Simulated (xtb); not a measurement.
Harmonic IR lines of one isomer of C2H4OS, unscaled. These are GFN2-xTB (xtb) values and carry that method's errors.

```tsv
wavenumber (cm⁻¹)	relative intensity
301	6.7
630	14
825	3.4
988	14
1088	40
1367	6.8
1452	3.6
1791	100
2423	23
```

Q: Identify which structure gives these lines.
A. `C=C(O)S`
B. `CC(=O)S`
C. `CC(O)=S`

A: B, `CC(=O)S`
